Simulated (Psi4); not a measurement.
Input for Psi4:
```
memory 2 GB

molecule mol {
0 1
Si   -0.074414   -0.952724    0.555558
O    -1.210916   -2.035781    0.226313
I    -1.100700    1.181731    1.226639
I     1.325806   -0.556921   -1.429948
H     0.685545   -1.531384    1.628413
H    -1.887005   -1.959150   -0.441374
}

set {
  basis def2-sv(p)
  reference rks
}

energy('pbe')
print_variables()
```

Question: What number of basis functions does PBE/def2-SV(P) (Psi4) give?

Answer: 88

Question: Estimate the nuclear repulsion energy that PBE/def2-SV(P) returns for this input.

Answer: 363.0635 Eh
